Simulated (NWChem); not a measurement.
Species: C$_{2}$H$_{6}$N$_{2}$Si; SMILES C#C[SiH](N)N

```xyz
11

C     -0.0695    -2.5534    -0.0647
C     -0.0190    -1.3462     0.0902
Si     0.0134     0.4880     0.3483
N     -1.2617     1.3865    -0.3772
N      1.4936     0.9855    -0.3720
H     -0.1151    -3.6193    -0.2025
H     -0.1699     0.7045     1.8169
H     -1.3930     1.3605    -1.3825
H     -2.1438     1.4906     0.1106
H      2.2816     0.3501    -0.4072
H      1.7860     1.9549    -0.3322
```
Atoms are numbered in this order, from 1.

Level: PBE0/def2-SVP (NWChem), optimised geometry, unscaled harmonic frequencies. 

Question: List the harmonic frequencies with IR intensities, and the thermochemistry.

Answer: 
```
frequency (cm⁻¹)  IR intensity (km/mol)
----------------  ---------------------
130                                 1.3
166                                 2.4
216                                 1.1
254                                14.6
334                               123.2
359                                67.8
380                                 5.8
403                               102.5
440                               184.7
597                                61.4
737                                31.0
745                                28.5
757                                44.1
775                                11.9
824                                23.7
894                               184.9
902                               145.4
961                               242.8
1531                               88.7
1538                               34.4
2161                               35.3
2216                              169.7
3474                               46.3
3612                               30.2
3620                               37.7
3716                               33.1
3727                               36.8
```

The zero-point energy is 50.7 kcal/mol. The thermal correction to the enthalpy at 298.15 K (with zero-point energy) is 56.0 kcal/mol, the heat capacity Cv is 27.0 cal/(mol K) and the entropy at 298.15 K and 1 atm (symmetry number 1) is 82.2 cal/(mol K). The dipole moment is 0.69 D.

Rigid rotor and harmonic oscillator.
